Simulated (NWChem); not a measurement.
# ZnNH₂I; SMILES [Zn]([NH2])[I]

```xyz
5

Zn     0.1528    -1.1871     0.0038
I     -0.1452     1.2242     0.0011
N      0.5197    -2.9692     0.0082
H      0.2768    -3.4843    -0.8351
H      0.1678    -3.5033     0.7998
```
Atoms are numbered in this order, from 1.

Program: NWChem. The geometry was optimised at PBE0/def2-SVP. def2 effective core potentials on I; no spin-orbit coupling. Static field.

```tsv
level	isotropic polarisability (bohr³)	anisotropy (bohr³)
PBE/def2-SVPD	73.3	43.4
B3LYP/def2-SVPD	70.6	40.4
LDA (Slater exchange, VWN5)/def2-SVPD	73.1	?
BHandHLYP/def2-SVPD	66.6	34.4
```

Task: Fill in the missing entries.

Result: 
- LDA (Slater exchange, VWN5)/def2-SVPD, anisotropy (bohr³): 44.4
